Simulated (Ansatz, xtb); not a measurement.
Relative energy of two isomers of C5H4ClNS

Structure a is `C=C(Cl)c1cscn1`, a singlet and structure b is `Sc1ccc(Cl)nc1`, a singlet. Both are isolated molecules in the gas phase, relaxed with r2SCAN-D4/def2-SVP; the shapes shown needn't be the lowest conformers.

a (Å):

| atom | x (Å) | y (Å) | z (Å) |
| --- | --- | --- | --- |
| C | 1.7379 | -1.0649 | -1.1584 |
| C | 0.8821 | -0.6753 | -0.2025 |
| C | 0.1174 | -1.5900 | 0.6505 |
| C | -0.7730 | -1.2272 | 1.6445 |
| C | -0.4724 | -3.6100 | 1.3066 |
| Cl | 0.6099 | 1.0267 | 0.1027 |
| N | 0.2716 | -2.9457 | 0.4770 |
| S | -1.4344 | -2.6301 | 2.3813 |
| H | 1.8836 | -2.1345 | -1.3219 |
| H | 2.2814 | -0.3389 | -1.7646 |
| H | -1.0536 | -0.2238 | 1.9588 |
| H | -0.5188 | -4.7012 | 1.3571 |

b (Å):

```xyz
12

C    -1.3990   -1.0418   -0.5308
C    -0.2379   -0.6888   -1.2424
C     1.0041   -0.8249   -0.6318
C     1.0333   -1.3144    0.6816
C    -1.2334   -1.5204    0.7805
Cl    2.5794   -1.4962    1.4746
N    -0.0427   -1.6502    1.3641
S    -2.9711   -0.8665   -1.3119
H    -3.7010   -1.3126   -0.2661
H    -0.3072   -0.3104   -2.2666
H     1.9278   -0.5617   -1.1507
H    -2.1060   -1.8102    1.3808
```

Energies in hartree; the thermal terms are from GFN2-xTB frequencies at re-optimised GFN2-xTB minima (ideal gas, soft modes damped towards free rotors, one conformer each, 298.15 K, 1 atm) and include the zero-point energy:

```
                               a            b
E, CCSD(T)/def2-SVP  −1103.822700  −1103.842335
    E, MP2/def2-SVP  −1103.727384  −1103.749011
  E, MP2/def2-TZVPP  −1104.573805  −1104.590851
  zero-point energy      0.076293      0.074729
       H(298 K) − E      0.084689      0.083118
       G(298 K) − E      0.043339      0.042139
```

Correct the CCSD(T) difference for the basis set by the MP2 change, then work out ΔE, ΔE₀, ΔH and ΔG for a → b in kcal/mol (1 Eh = 627.51 kcal/mol) and the equilibrium ratio [b]/[a].

1. Differences b − a: CCSD(T) −0.019635, MP2 in the small set −0.021627, MP2 in the large set −0.017046 Eh.
2. ΔE = −0.019635 + (−0.017046 − (−0.021627)) = −0.015054 Eh = −9.45 kcal/mol.
3. ΔE₀ = ΔE + ΔZPE = −0.015054 + (−0.001564) Eh = −10.43 kcal/mol.
4. ΔH = ΔE + (−0.001571) Eh = −10.43 kcal/mol.
5. ΔG = ΔE + (−0.001200) Eh = −10.20 kcal/mol, so ΔS = (ΔH − ΔG)/T = −3.3 J/(mol K).
6. kT = 0.9442 mEh, so K = [b]/[a] = exp(−ΔG/kT) = exp(+17.21) ≈ 3.0 × 10^7.

Structure b is favoured at this temperature. An error of 1 kcal/mol in ΔG would change K by a factor of 5.4. Mirror images and further conformers aren't counted.

As drawn, b has 1 C–S, 3 C∷C, 1 S–H in place of 1 C=C, 1 C–C, 2 C∷S, 1 C–H (∷ is an aromatic bond). Structure a has a 5-membered ring (with an aromatic ring), b a 6-membered ring (with an aromatic ring).

Other levels gave ΔE = −14.2 (GFN2-xTB); −17.0 (HF/STO-3G, GFN2-xTB geometries); −14.4 (r2SCAN-D4/def2-SVP//GFN2-xTB); −14.2 (r2SCAN-D4/def2-SVP); −19.0 (HF/def2-SVP); −13.6 (MP2/def2-SVP); −12.3 (CCSD(T)/def2-SVP) kcal/mol. The correlated steps freeze 16 core orbitals. Programs: Ansatz 0.2.0, xtb 6.7.1.
